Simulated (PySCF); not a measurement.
**Dipole response of Sr⁺ (strontium, charge +1)**

[Kr] 5s1, 2S determinant. Computed with PySCF 2.14 in aug-cc-pwCVTZ-X2C with one added diffuse shell each of s, p, d, f type (11s10p8d4f, 109 functions), with scalar relativity by spin-free X2C-1e. Coupled (time-dependent) response in atomic units; α is the mean over directions.

```tsv
method	mean α (bohr³)	C₆ (like pair)	S(−4)
UHF	120.7	1147	12680
PBE	95.22	826.4	7790
```

S(−4) is the Cauchy moment in α(ω) = α(0) + S(−4) ω² + …

α(iu) at UHF:

| u (hartree) | α(iu) (bohr³) |
| --- | --- |
| 0 | 120.7 |
| 0.0500 | 95.86 |
| 0.100 | 60.42 |
| 0.200 | 26.91 |
| 0.300 | 15.97 |
| 0.500 | 8.849 |
| 0.750 | 5.787 |
| 1.00 | 4.223 |
| 1.50 | 2.536 |
| 2.00 | 1.670 |
| 3.00 | 0.8674 |
| 5.00 | 0.3557 |

A single London oscillator, α(iu) = α/(1 + u²/ω²), gives C₆ = (3/4) ω α². Matching the computed C₆ needs ω = 4 × 1147 / (3 × 120.7²) = 0.105 hartree.

For an ion, C₆ is the dispersion term alone; charge-induced terms of lower order in 1/R come first.
